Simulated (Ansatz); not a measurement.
SiB₇⁺. The state is a triplet with charge 1. Geometry PBE-D4/def2-SVP, that of the neutral doublet.

```xyz
8

B    -1.756   -0.147   -0.066
B     0.276    1.171    1.290
B     0.555   -1.401   -1.068
B     1.590    0.513    0.727
B     1.698   -0.659   -0.305
B    -0.990   -1.162   -0.995
B     0.058    0.069   -0.154
Si   -1.430    1.616    0.571
```

The structure comes from a short search, and lower isomers may exist.

Estimate the α-spin orbital energies around the gap (eV) in Ansatz with PBE-D4/def2-TZVP, PBE0-D4/def2-TZVP, BHLYP-D4/def2-TZVP.


```
orbital  PBE-D4/def2-TZVP  PBE0-D4/def2-TZVP  BHLYP-D4/def2-TZVP
 HOMO−5            -13.34             -14.64              -15.68
 HOMO−4            -13.31             -14.56              -15.66
 HOMO−3            -12.31             -13.26              -14.00
 HOMO−2            -11.91             -12.84              -13.54
 HOMO−1            -11.68             -12.54              -13.11
   HOMO            -10.97             -11.76              -12.20
   LUMO             -9.65              -8.96               -7.98
 LUMO+1             -8.00              -7.22               -6.16
 LUMO+2             -7.77              -7.00               -5.93
 LUMO+3             -6.91              -5.97               -4.90
 LUMO+4             -6.88              -5.95               -4.85
 LUMO+5             -6.61              -5.57               -4.37
 β HOMO            -11.70             -12.61              -13.30
 β LUMO            -10.76              -9.92               -8.93
```
